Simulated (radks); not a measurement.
The numbers below are computed, except where a source is named.
All-electron atom: Zr II in [Kr] 4d2 5p1 (not the ground configuration). Level of theory: scalar-relativistic Kohn-Sham, PBE, spin-unpolarised, spherical densities, finite nucleus; Fermi nuclear charge, rms radius 4.2694 fm (a radial shooting solver on a logarithmic mesh with Libxc functionals).

Normalised radial functions P(r) = r R(r), r in bohr:

| r | 3s | 3p | 3d |
|---|---|---|---|
| 0.005466 | 0.3165 | 0.0228 | 0.0002 |
| 0.008555 | 0.4230 | 0.0505 | 0.0008 |
| 0.01328 | 0.5146 | 0.1074 | 0.0028 |
| 0.02063 | 0.5309 | 0.2179 | 0.0094 |
| 0.03228 | 0.3639 | 0.4123 | 0.0308 |
| 0.05013 | -0.0696 | 0.6749 | 0.0914 |
| 0.07783 | -0.6632 | 0.8769 | 0.2446 |
| 0.1218 | -0.8986 | 0.6862 | 0.5694 |
| 0.1891 | -0.1298 | -0.1753 | 1.0512 |
| 0.2937 | 1.2239 | -1.2841 | 1.4532 |
| 0.4597 | 1.6118 | -1.5494 | 1.3706 |
| 0.7138 | 0.7893 | -0.8187 | 0.7952 |
| 1.108 | 0.1399 | -0.1769 | 0.2456 |
| 1.735 | 0.0060 | -0.0108 | 0.0298 |
| 2.693 | 0.0000 | -0.0001 | 0.0010 |
| 4.182 | 0.0000 | 0.0000 | 0.0000 |
| 6.546 | 0.0000 | 0.0000 | 0.0000 |
| 10.16 | 0.0000 | 0.0000 | 0.0000 |

3s: eigenvalue -412.63 eV, 2 radial nodes at r = 0.0474, 0.198 bohr, <r> = 0.458 bohr, 90 % of the charge inside 0.678 bohr. 3p: eigenvalue -325.52 eV, 1 radial node at r = 0.176 bohr, <r> = 0.462 bohr, 90 % of the charge inside 0.700 bohr. 3d: eigenvalue -182.57 eV, 0 radial nodes, <r> = 0.453 bohr, 90 % of the charge inside 0.728 bohr.
